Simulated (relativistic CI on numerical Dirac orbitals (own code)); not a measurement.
Sensitivity of the levels of Nd36+ to α and to the nuclear radius

Calculated at this level of theory: Dirac-Coulomb-Breit CI, KLI orbitals optimised for each configuration, derivatives by finite differences, unscaled Slater integrals, QED left out (own radial code, finite nucleus).

Configurations in the expansion (outside the closed core [Ne]): 3s2 3p6 3d6, 3s2 3p5 3d7, 3s2 3p4 3d8, 3s 3p6 3d7, 3p6 3d8, 3s 3p5 3d8, 3s2 3p6 3d5 4s, 3s2 3p6 3d5 4p. Levels of other configurations are missing.

With x = (α/α₀)² − 1 an excitation energy changes as ω = ω₀ + qx; K = 2q/ω₀ is the relative enhancement. Terms are leading LS components, so labels can repeat. The field-shift factor is F = δν/δ⟨r²⟩ for the transition from the lowest level.

Lowest level 3s2 3p6 3d6 5D_4.

| Level | ω₀ (cm⁻¹) | q (cm⁻¹) | F (GHz/fm²) |
| --- | --- | --- | --- |
| 3s2 3p6 3d6 3P_2 | 43799 | 2608 | -0.178 |
| 3s2 3p6 3d6 3P_0 | 122618 | 54160 | 0.806 |
| 3s2 3p6 3d6 5D_3 | 156176 | 198600 | 2.42 |
| 3s2 3p6 3d6 5D_1 | 182673 | 202800 | 2.43 |
| 3s2 3p6 3d6 5D_4 | 183514 | 165700 | 2.2 |
| 3s2 3p6 3d6 3G_5 | 231594 | 174200 | 2.41 |
| 3s2 3p6 3d6 3H_6 | 232718 | 173600 | 2.48 |
| 3s2 3p6 3d6 3F_2 | 265184 | 184800 | 2.14 |
| 3s2 3p6 3d6 3F_3 | 271700 | 190900 | 2.51 |
| 3s2 3p6 3d6 5D_2 | 329948 | 278600 | 3.56 |
| 3s2 3p6 3d6 3G_4 | 344728 | 215800 | 3.08 |
| 3s2 3p6 3d6 3P_0 | 347798 | 162500 | 2.19 |
| 3s2 3p6 3d6 3D_1 | 349485 | 213900 | 2.87 |

At this charge energies of transitions that change n are usually good to better than 1 %, and those within a shell (Δn = 0) to a few per cent. Terms inside the open d or f shell come out 10 to 20 % too wide with unscaled integrals.

(1) Which transition from the lowest level has the largest |K|?

Results:

(1) 3s2 3p6 3d6 5D_3 at 156176 cm⁻¹, K = 2.54.
